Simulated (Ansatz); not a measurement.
Relaxation of FH₇O₄W (13 atoms, charge 0, multiplicity 1), to a largest force component of 0.03 eV/Å in at most 50 steps.

Theory: RKS B3LYP-D4/def2-SVP (Ansatz 0.2.0).

```xyz
13
Properties=species:S:1:pos:R:3
W 0.045 0.503 -0.337
F 0.548 -0.279 2.573
O 1.817 -0.167 0.164
H 2.064 -1.048 -0.162
O -0.668 2.153 -1.004
H -1.509 2.478 -0.649
O -1.648 0.570 0.582
H -1.880 -0.211 1.104
H -0.364 -1.146 -0.071
O 0.510 0.057 -2.117
H 1.381 0.123 -2.535
H 0.689 1.498 0.901
H 1.212 0.081 2.015
```

Task: Where does it end, and by what steps?

Result: The run converged. After 9 steps the energy has fallen by 0.132 eV; H13 moved furthest, 0.43 Å.

```tsv
step	energy less start (eV)	largest force component (eV/Å)	accepted
0	0.0000	0.284	yes
1	-0.0460	1.006	yes
2	-0.0771	1.023	yes
3	-0.1147	0.573	yes
4	-0.0685	1.385	no
5	-0.1287	0.127	yes
6	-0.1283	0.159	no
7	-0.1309	0.094	yes
8	-0.1321	0.032	yes
9	-0.1324	0.016	yes
```

```xyz
13
Properties=species:S:1:pos:R:3
W -0.011 0.574 -0.326
F 0.870 -0.367 2.672
O 1.756 -0.123 0.258
H 2.017 -0.980 -0.112
O -0.728 2.174 -1.081
H -1.616 2.476 -0.836
O -1.716 0.632 0.560
H -2.008 -0.163 1.028
H -0.407 -1.069 -0.029
O 0.555 0.056 -2.060
H 1.458 0.085 -2.406
H 0.601 1.592 0.883
H 1.427 -0.276 1.912
```

Whether the end is a true minimum wasn't checked by a vibrational analysis.

Time of the run: 35 s on 4 threads of Arm Neoverse V1 (shared host), peak memory 0.4 GiB.
